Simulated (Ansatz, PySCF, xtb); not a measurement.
Complex: H2 (SMILES [H][H]) (first 2 atoms) with CH3NO (SMILES NC=O); geometry from B3LYP-D3(BJ)/def2-TZVP, rigid monomers moved along the line of their centres of mass till H1···O5 is 2.98 Å.
(charge 0, multiplicity 1):
```tsv
atom	x (Å)	y (Å)	z (Å)
H	-0.3146	-0.2150	0.4739
H	0.0056	-0.0064	-0.1675
N	0.9939	0.7162	3.6953
C	-0.0808	0.0033	4.1116
O	-0.8722	-0.5494	3.3813
H	1.1739	0.8125	2.7090
H	1.6149	1.1531	4.3529
H	-0.1669	-0.0256	5.2131
```

Monomers are frozen at their geometry in the pair; levels with a basis set take the counterpoise correction. Rows marked so take none.

Frozen-core correlation. CBS(a, b) extrapolates the correlation energy as X⁻³ and adds the Hartree–Fock energy of set b. Rows in 6-311+G** carry no dispersion term and start afresh at each structure.

The values were computed with Ansatz (a quantum-chemistry and plane-wave program) with Gaussian orbitals; PySCF for 6-311+G** rows; xtb for the GFN methods. Each number belongs to the level named beside it.

Task: What interaction energy does GFN1-xTB give?

Result: -0.6 kcal/mol
